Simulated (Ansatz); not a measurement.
Isomers of In₂As₃ (doublet), relaxed with r2SCAN-D4/def2-SVP; total energies from Ansatz at r2SCAN0-D4/def2-TZVP.

```tsv
isomer	description	energy (Eh)
A	point group Cs; 3 × As–As 2.39 to 2.54 Å; 3 × As–In 2.72 to 2.84 Å; 1 × In–In 2.91 Å	-7088.05372
B	point group not assigned; 4 × As–In 2.86 Å; 3 × As–As 2.40 to 2.57 Å	-7088.06554
C	point group not assigned; 4 × As–In 2.78 to 2.95 Å; 2 × As–As 2.30 to 2.39 Å	-7088.02752
```

In the def2 sets In takes a core potential; there is no spin–orbit coupling.

The isomers come from a short search, and lower ones may exist.

Work out the relative energies (1 Eh = 2625.5 kJ/mol) and the Boltzmann populations at 500 K from electronic energies alone (R = 8.314 J/mol/K).

ΔE: A 31.0, B 0.0, C 99.8 kJ/mol. RT = 4.16 kJ/mol. Factors exp(−ΔE/RT): A 0.00058, B 1, C 3.81e-11; sum 1.001. Populations: A 0.1 %, B 99.9 %, C 0.0 %. Zero-point energy, vibrational entropy and symmetry numbers are left out and can shift these; an error of 4 kJ/mol changes a ratio by a factor of 2.6. Over the other density-functional and correlated levels in def2 sets, the gap between B and A ranges from 12 to 34 kJ/mol.
